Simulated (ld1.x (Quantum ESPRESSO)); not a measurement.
**Plane-wave convergence, TM potential for molybdenum**

```
Element                 : molybdenum
Generator               : ld1.x (Quantum ESPRESSO) 7.5
Type                    : norm-conserving Troullier–Martins (Kleinman–Bylander form)
Functional              : LDA (PZ)
Relativity              : fully relativistic
Frozen core             : [Ar] 3d10 4s2
Valence charge          : 12
Reference configuration : 4p6 4d5 5s0.5 5p0 (charge +0.5)
Partial waves           : 4p (bound): rc 2.10 bohr; 4d (bound): rc 2.30 bohr; 5s (bound): rc 2.50 bohr
Local potential         : the s channel
Core correction         : a·sin(br)/r model core, default radius (core density twice the valence density)
```

Open shells are filled in proportion to 2j + 1 (rel_dist='average').

The pseudo-atom Hamiltonian at the reference potential is diagonalised in spherical Bessel functions j_l(qr) that vanish at 20 bohr, with q² up to the cutoff. All-electron valence levels (Ry): 4p1/2 -3.2031, 5p1/2 -0.2667, 4p3/2 -3.0176, 5p3/2 -0.2557, 4d3/2 -0.5359, 4d5/2 -0.5204, 5s -0.5262.

Q: How do the lowest levels (Ry) of each channel move with the cutoff, and are there ghosts?

A:

```json
{"cutoff (Ry)": "8", "p1/2 #1": "-2.1262", "p1/2 #2": "-0.2033", "p1/2 #3": "-0.0253", "p3/2 #1": "-2.1054", "p3/2 #2": "-0.2002", "p3/2 #3": "-0.0245", "d3/2 #1": "-0.1138", "d5/2 #1": "-0.1151", "s #1": "-0.5225", "s #2": "-0.0906", "f #1": "0.0307", "f #2": "0.1362", "Σ f·Δε (mRy)": "7864.6"}
{"cutoff (Ry)": "15", "p1/2 #1": "-3.0907", "p1/2 #2": "-0.2197", "p1/2 #3": "-0.0289", "p3/2 #1": "-2.9368", "p3/2 #2": "-0.2150", "p3/2 #3": "-0.0278", "d3/2 #1": "-0.3121", "d5/2 #1": "-0.3101", "s #1": "-0.5259", "s #2": "-0.0912", "f #1": "0.0307", "f #2": "0.1362", "Σ f·Δε (mRy)": "1626.6"}
{"cutoff (Ry)": "21", "p1/2 #1": "-3.1882", "p1/2 #2": "-0.2205", "p1/2 #3": "-0.0290", "p3/2 #1": "-3.0086", "p3/2 #2": "-0.2156", "p3/2 #3": "-0.0280", "d3/2 #1": "-0.4863", "d5/2 #1": "-0.4748", "s #1": "-0.5260", "s #2": "-0.0912", "f #1": "0.0307", "f #2": "0.1362", "Σ f·Δε (mRy)": "301.9"}
{"cutoff (Ry)": "35", "p1/2 #1": "-3.2027", "p1/2 #2": "-0.2208", "p1/2 #3": "-0.0291", "p3/2 #1": "-3.0172", "p3/2 #2": "-0.2158", "p3/2 #3": "-0.0280", "d3/2 #1": "-0.5353", "d5/2 #1": "-0.5199", "s #1": "-0.5262", "s #2": "-0.0912", "f #1": "0.0307", "f #2": "0.1362", "Σ f·Δε (mRy)": "4.8"}
{"cutoff (Ry)": "45", "p1/2 #1": "-3.2029", "p1/2 #2": "-0.2208", "p1/2 #3": "-0.0291", "p3/2 #1": "-3.0175", "p3/2 #2": "-0.2158", "p3/2 #3": "-0.0280", "d3/2 #1": "-0.5358", "d5/2 #1": "-0.5203", "s #1": "-0.5262", "s #2": "-0.0912", "f #1": "0.0307", "f #2": "0.1362", "Σ f·Δε (mRy)": "1.1"}
{"cutoff (Ry)": "60", "p1/2 #1": "-3.2031", "p1/2 #2": "-0.2208", "p1/2 #3": "-0.0291", "p3/2 #1": "-3.0176", "p3/2 #2": "-0.2158", "p3/2 #3": "-0.0280", "d3/2 #1": "-0.5359", "d5/2 #1": "-0.5204", "s #1": "-0.5262", "s #2": "-0.0912", "f #1": "0.0307", "f #2": "0.1362", "Σ f·Δε (mRy)": "0.2"}
{"cutoff (Ry)": "400", "p1/2 #1": "-3.2031", "p1/2 #2": "-0.2208", "p1/2 #3": "-0.0291", "p3/2 #1": "-3.0176", "p3/2 #2": "-0.2158", "p3/2 #3": "-0.0280", "d3/2 #1": "-0.5359", "d5/2 #1": "-0.5204", "s #1": "-0.5262", "s #2": "-0.0912", "f #1": "0.0307", "f #2": "0.1362", "Σ f·Δε (mRy)": "0.0"}
```

Result: no extra level below or beside the all-electron valence levels (p1/2, p3/2, d3/2, d5/2, s, f tested); 10 mRy is reached at 35 Ry and 1 mRy at 50 Ry.

1 of 7 tests not solved or not reliable.
